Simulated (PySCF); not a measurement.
These 5 structures share the formula [C7H14P]+ (charge +1). Method used: PBE0-D3(BJ)/def2-SVP geometry optimisation, gas phase in PySCF. One conformer each; no zero-point energy, no entropy. No frequencies were run at this level. Point groups hold within 0.08 Å.

Problem. Rank from lowest to highest electronic energy at this level (kcal/mol).
A. `[CH:1]#[C:2][CH2:3][PH+:4]([CH2:5][CH3:6])[CH2:7][CH3:8]` (charge +1) with C2–C3–P4–C5 177°, C3–P4–C5–C6 -57°, C3–P4–C7–C8 174°
B. `[CH:1]#[C:2][CH2:3][PH2+:4][CH2:5][CH2:6][CH2:7][CH3:8]` (charge +1) with C2–C3–P4–C5 -179°, C3–P4–C5–C6 -167°, P4–C5–C6–C7 -57°, C5–C6–C7–C8 -174°
C. `[CH2:1]=[CH:2][P@@H+:3]([CH3:4])[CH:5]1[CH2:6][CH2:7][CH2:8]1` (charge +1) with C1–C2–P3–C4 123°, C2–P3–C5–C6 64°, P3–C5–C6–C7 139°, C5–C6–C7–C8 -18°, C6–C7–C8–C5 18°, P3–C5–C8–C7 -139°
D. `[CH3:1][PH+:2]([CH:3]1[CH2:4][CH2:5]1)[CH:6]1[CH2:7][CH2:8]1` (charge +1) with C1–P2–C3–C4 -80°, C1–P2–C6–C7 153°
E. `[CH:1]#[C:2][CH2:3][P@@H+:4]([CH3:5])[CH2:6][CH2:7][CH3:8]` (charge +1) with C2–C3–P4–C5 177°, C3–P4–C6–C7 -178°, P4–C6–C7–C8 -58°

Solution. D (0.0), C (0.7), E (15.7), A (15.8), B (31.1).

As drawn, the lowest has a three-membered ring, which the highest lacks. Neighbours under 5.0 kcal/mol apart (C[PH+](C1CC1)C1CC1 and C=C[P@@H+](C)C1CCC1; C#CC[P@@H+](C)CCC and C#CC[PH+](CC)CC) can change places with a better method, another conformer or zero-point energy.

| SMILES | E (Eh) | E rel (kcal/mol) | dipole about centre of mass (D) | point group | A, B, C (MHz) |
| --- | --- | --- | --- | --- | --- |
| C[PH+](C1CC1)C1CC1 | -615.50156 | 0.0 | 1.43 | near Cs | 2641, 1197, 895.7 |
| C=C[P@@H+](C)C1CCC1 | -615.50047 | 0.7 | 2.71 | C1 | 2636, 1139, 859.8 |
| C#CC[P@@H+](C)CCC | -615.47650 | 15.7 | 2.24 | C1 | 2267, 1054, 811.4 |
| C#CC[PH+](CC)CC | -615.47641 | 15.8 | 1.70 | C1 | 1833, 1229, 785.4 |
| C#CC[PH2+]CCCC | -615.45204 | 31.1 | 1.84 | C1 | 4806, 591.1, 543.7 |

Problem. How do the relative energies change in single points at PBE0/pcSseg-1 (no added dispersion term) on the same geometries?

Solution. 
```csv
SMILES,PBE0-D3(BJ)/def2-SVP (kcal/mol),PBE0/pcSseg-1 (kcal/mol),shift
C[PH+](C1CC1)C1CC1,0.0,0.4,+0.4
C=C[P@@H+](C)C1CCC1,0.7,0.0,-0.7
C#CC[P@@H+](C)CCC,15.7,13.7,-2.0
C#CC[PH+](CC)CC,15.8,13.7,-2.1
C#CC[PH2+]CCCC,31.1,28.1,-3.0
```

Each column counts from its own lowest isomer. C=C[P@@H+](C)C1CCC1 becomes the lowest; the largest shift is 3.0 kcal/mol.
